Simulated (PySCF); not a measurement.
Predicted spectroscopic data

- coordinates at the GFN2-xTB level
- GIAO PBE0/pcSseg-1 shieldings
- J: B3LYP/pcJ-1 (spin–dipole term left out of most H,H and C,H couplings)
- program: PySCF 2.14
- a single conformation, averaged over atoms made equivalent by symmetry, fast rotation or ring inversion, no relativistic terms, in vacuum

δ = σ(ref) − σ, references computed at the same level: TMS for 1H, 13C. Multiplet labels drop J under 1 Hz and among equivalent protons, and merge close values. Unscaled 3J(H,H) run several per cent high. Splittings of carbon signals by F and P are missing where no couplings were computed. Where no couplings were computed, multiplicities follow the n + 1 count of equivalent neighbours, and m marks all less simple cases (inequivalent or close neighbours, rings, F or P nearby). Acid and N–H amide carbonyl carbons lie up to 10 ppm further downfield in solution (hydrogen bonding). Shifts are as computed. Against solution values, carbons near 30 ppm lie about +3 ppm off and those near 130 ppm about +5 ppm. Of 1211 compounds with measured shifts, 218 miss one by over three times the rms of a fit or turn the order of signals round; such compounds aren't used in these exercises. OH and NH positions are gas-phase values without hydrogen bonding to other molecules.

Compound 1 (C4H6O2). 1H NMR (500 MHz, computed): δ 6.35 (ddt, J = 17.7, 11.3, 8.5 Hz, 1H), 5.89 (br s, 1H), 5.61 (dt, J = 17.7, 1.7 Hz, 1H), 5.54 (dt, J = 11.3, 1.5 Hz, 1H), 3.15 (dt, J = 8.5, 1.6 Hz, 2H). 13C{1H} NMR (computed): δ 175.0, 141.5, 125.8, 45.0. Structure: 3-butenoic acid (SMILES C=CCC(=O)O).

Compound 2 (C6H15OPSi). 1H NMR (500 MHz, computed): δ 6.96 (m, 1H), 2.27 (m, 2H), 1.78 (m, 2H), 0.93 (m, 2H), 0.70 (m, 2H), 0.08 (s, 3H), -0.13 (s, 3H). 13C{1H} NMR (computed): δ 28.6, 9.8, -1.8, -5.2. Structure: SMILES C[Si]1(C)CC[PH](=O)CC1.
